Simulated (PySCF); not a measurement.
# Electron correlation in Si (silicon, neutral)

[Ne] 3s2 3p2, high-spin 3P determinant. Calculation: PySCF 2.14, in aug-cc-pCVTZ-DK; scalar relativity by spin-free X2C-1e. Frozen: 1s2; 12 electrons correlated.

MP2 pair energies summed by pair of shells (mhartree):

| pair | energy | share (%) |
| --- | --- | --- |
| 2p-2p | -187.66 | 54.7 |
| 2s-2p | -58.69 | 17.1 |
| 3s-3p | -34.63 | 10.1 |
| 2p-3s | -17.28 | 5.0 |
| 3s-3s | -16.60 | 4.8 |
| 2s-2s | -9.59 | 2.8 |
| 2p-3p | -9.37 | 2.7 |
| 3p-3p | -5.82 | 1.7 |
| 2s-3s | -2.00 | 0.6 |
| 2s-3p | -1.39 | 0.4 |

Total MP2 correlation energy: -343.03 mhartree.

Same-spin part -88.43 and opposite-spin part -254.60 mhartree; SCS-MP2 scales them by 1/3 and 6/5 to -335.00 mhartree.
